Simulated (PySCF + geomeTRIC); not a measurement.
A geometry relaxed with M06-2X/def2-TZVP (PySCF + geomeTRIC), charge 0, multiplicity 1:

```xyz
9

C     -1.8214    -0.2248    -0.3137
H     -2.3150    -0.2232     0.6592
H      2.9333    -0.5972     0.6690
H      2.8007     1.3015    -0.1136
B      2.2827     0.2807     0.2034
C     -0.3897    -0.0460    -0.1368
H     -2.2504     0.5724    -0.9201
C      0.8013     0.0994     0.0151
H     -2.0292    -1.1829    -0.7910
```

**Question.** Write the SMILES of this molecule.

**Answer.** `BC#CC`
